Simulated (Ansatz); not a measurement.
Basis sets compared for [ZnCl4]2- (ZnCl4²⁻). The state is a singlet with charge -2. Geometry r2SCAN-D4/def2-SVPD. Ansatz on 2 threads of Arm Neoverse V2 on a shared host; times are rough, and most runs start from earlier orbitals.

```xyz
5

Zn    0.0001    0.0000    0.0002
Cl    0.9551    0.2100    2.1335
Cl   -2.3149    0.3596    0.1403
Cl    0.4077   -2.1566   -0.8310
Cl    0.9521    1.5871   -1.4430
```

A multiply charged anion in the gas phase is held together partly by the finite basis. At HF/STO-3G, PBE-D4/def2-SVPD, PBE-D4/def2-TZVPD, PBE0-D4/def2-SVPD and others the highest occupied level of the charge -2 singlet lies above zero (up to 7.97 eV). In Hartree–Fock with STO-3G the lack of diffuse functions raises the level. The electron is either unbound and held by the finite basis, or the level is raised by self-interaction error.

| level | functions | energy (Eh) | HOMO (eV) | LUMO (eV) | wall time |
| --- | --- | --- | --- | --- | --- |
| HF/STO-3G | 54 | -3575.4861 | 7.97 | 17.96 | 0.7 s |
| PBE-D4/def2-SVPD | 142 | -3618.6556 | 1.34 | 6.00 | 2.4 s |
| PBE0-D4/def2-SVPD | 142 | -3618.8385 | 0.00 | 6.58 | 3.6 s |

**Question.** Estimate the rows for HF/def2-TZVPD, PBE-D4/def2-TZVPD, PBE0-D4/def2-TZVPD.

**Answer.** 
```
             level  functions  energy (Eh)  HOMO (eV)  LUMO (eV)  wall time
     HF/def2-TZVPD        235   -3616.1063      -3.15       7.11        6 s
 PBE-D4/def2-TZVPD        235   -3619.5064       1.38       5.84        4 s
PBE0-D4/def2-TZVPD        235   -3619.6760       0.06       6.25        9 s
```
